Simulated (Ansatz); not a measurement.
`O[SiH2]C(F)F` + `B[CH2][AlH][CH3]` → `C[SiH2]C(F)F` + `B[CH2][AlH][OH]`  (redistribution)

Gas-phase electronic energies from Ansatz, PBE0-D4/def2-TZVP geometries. CCSD(T)/CBS is the MP2 limit (def2-TZVPP, def2-QZVPP) plus CCSD(T) − MP2 in def2-TZVPP, frozen cores. One conformer a species, not always the lowest.

```tsv
species	SCS-MP2/def2-TZVPP energy (Eh)
`O[SiH2]C(F)F`	-604.06794
`B[CH2][AlH][CH3]`	-347.59328
`C[SiH2]C(F)F`	-568.12909
`B[CH2][AlH][OH]`	-383.55247
```

Question: Work out ΔE.

Answer: ΔE = (-568.12909) + (-383.55247) − (-604.06794) − (-347.59328) = -0.02034 Eh = -0.55 eV. CCSD(T)/CBS gives -0.55 eV.

Largest T1 diagnostic among the species: 0.013.

In def2-TZVPP, CCSD(T) changes the Hartree–Fock value by −0.06 eV (the triples alone add −0.01 eV) and MP2 by −0.07 eV.
